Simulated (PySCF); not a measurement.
These are r2SCAN-D4/def2-TZVP run with PySCF values and carry that method's errors. Gas-phase values, no solvent. One relaxed conformer stands for a flexible species; it need not be the lowest. Excitations are Tamm–Dancoff values on a coarser integration grid. The basis has no diffuse functions, so Rydberg states are missing or too high.

Reference species (SMILES): `O[Si](=O)[SiH3]` (Si–Si–O–H torsion 0°) (neutral, multiplicity 1).

```
Property                                      Result
-------------------------------------------  -------
HOMO–LUMO gap                                4.45 eV
S1 excitation (TDA)                          4.54 eV
brightest of the four lowest singlets (TDA)  5.96 eV
S1 oscillator strength                         0.004
```

Changed species: `O/[SiH]=[SiH]/O` (H–O–Si–Si torsion -58°, Si–Si–O–H torsion 58°).

Problem. What does the change do to the HOMO–LUMO gap, S1 excitation (TDA), brightest of the four lowest singlets (TDA) and S1 oscillator strength?

Solution. the HOMO–LUMO gap decreases by 2.05 eV, to 2.40 eV; the S1 excitation (TDA) falls by 1.13 eV, to 3.41 eV; the brightest of the four lowest singlets (TDA) decreases by 1.61 eV, to 4.35 eV; the S1 oscillator strength is nearly the same.
